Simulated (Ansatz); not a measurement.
def2 core potentials replace the inner electrons of Te.

B3LYP has the VWN-RPA correlation part, as in Gaussian. 

Z-matrix (Å, degrees):
```
C
H 1 1.1000
C 1 1.5201 2 109.97
H 3 1.1001 1 110.87 2 -60.49
H 3 1.1025 4 108.49 1 122.40
H 3 1.1047 4 108.01 5 116.81
C 1 1.5238 2 110.06 3 126.55
H 7 1.1023 1 111.41 2 177.87
H 7 1.1026 8 108.21 1 123.93
H 7 1.1040 8 107.56 9 115.42
Te 1 2.2112 2 104.14 3 -117.74
O 11 2.0255 1 95.29 2 75.33
H 12 0.9686 11 105.95 1 93.81
```
Charge 0, spin multiplicity 1.

**Question.** Estimate the vertical ionisation energy (Delta-SCF), adiabatic ionisation energy (no zero-point term) and HOMO that B3LYP-D3(BJ)/def2-TZVP // B3LYP-D3(BJ)/def2-SVP (Ansatz, a program for electronic structure) returns for this input.

**Answer.** 
```json
{
  "vertical ionisation energy (Delta-SCF)": "8.08 eV",
  "adiabatic ionisation energy (no zero-point term)": "7.69 eV",
  "HOMO": "-5.77 eV"
}
```
